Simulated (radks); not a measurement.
The numbers below are computed, except where a source is named.
Valence configurations of the sulfur ion S+ (all share [Ne]). Level of theory: Dirac Kohn-Sham, PBE, spin-unpolarised, spherical densities, point nucleus; open shells are shared between the two j in proportion to 2j + 1 (a radial shooting solver on a logarithmic mesh with Libxc functionals). Energies are relative to 3s2 3p3; eigenvalues in eV.

valence,E (eV),e(3p1/2),e(3p3/2),e(3s1/2)
3s2 3p3,0.000,-16.861,-16.762,-27.629
3s1 3p4,10.878,-17.437,-17.335,-28.291
3s1.5 3p3.5,5.428,-17.153,-17.053,-27.965
3p5,21.841,-17.981,-17.877,-
3s0.5 3p4.5,16.350,-17.712,-17.610,-28.607

NIST lists [Ne] 3s2 3p3 as the ground configuration; this level of theory agrees among the configurations tried. The energies are those of spherical spin-averaged densities, not of single terms.
